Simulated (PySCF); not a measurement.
Values are calculated unless marked as measured or tabulated.
# CH7O2Si2

CH7O2Si2 is a small molecule (built as: C site whose three back bonds go to SiH3, SiH3, OH; end group O), neutral, doublet. The structure, one conformer, was relaxed in the gas phase by PBE0-D3(BJ)/def2-SVP. No frequency run checks that it is a minimum.

SMILES: [O]C(O)([SiH3])[SiH3]

```xyz
12

C     0.161   -0.590   -0.133
Si   -1.106   -0.006    1.256
Si    0.629    1.023   -1.158
O     1.337   -0.987    0.539
O    -0.416   -1.435   -0.895
H    -1.468   -1.228    2.026
H    -0.452    1.001    2.140
H    -2.297    0.583    0.583
H     1.290    2.012   -0.259
H     1.563    0.580   -2.230
H    -0.623    1.589   -1.730
H     1.475   -1.913    0.283
```
Atom numbers follow the order of the file, from 1.

EPR values by unrestricted B3LYP, IGLO-III on C O Si, pcH-1 on H.

(1) Predict g and the largest hyperfine couplings. Where does the spin sit?

(2) How do the isotropic couplings move with BHandHLYP?

Results:

(1) g = 2.0022, 2.0066, 2.0104. The spin sits on O5 (52 %, bonded to 1 C) by Mulliken populations.
```json
{"atom": "Si2", "isotope": "29Si", "isotropic (MHz)": "-204.4", "dipolar, principal values (MHz)": "-47.5, 23.5, 24.0"}
{"atom": "Si3", "isotope": "29Si", "isotropic (MHz)": "-198.9", "dipolar, principal values (MHz)": "-46.4, 23.0, 23.4"}
{"atom": "O5", "isotope": "17O", "isotropic (MHz)": "-36.0", "dipolar, principal values (MHz)": "-158.2, 77.8, 80.4"}
{"atom": "C1", "isotope": "13C", "isotropic (MHz)": "-31.9", "dipolar, principal values (MHz)": "-18.5, -10.6, 29.2"}
{"atom": "O4", "isotope": "17O", "isotropic (MHz)": "-4.3", "dipolar, principal values (MHz)": "-27.6, 13.1, 14.5"}
{"atom": "H7", "isotope": "1H", "isotropic (MHz)": "16.5", "dipolar, principal values (MHz)": "-3.3, -1.3, 4.6"}
```

(2) Si2 -204.4 to -195.5 MHz, Si3 -198.9 to -190.4 MHz, O5 -36.0 to -65.9 MHz, C1 -31.9 to -44.2 MHz.
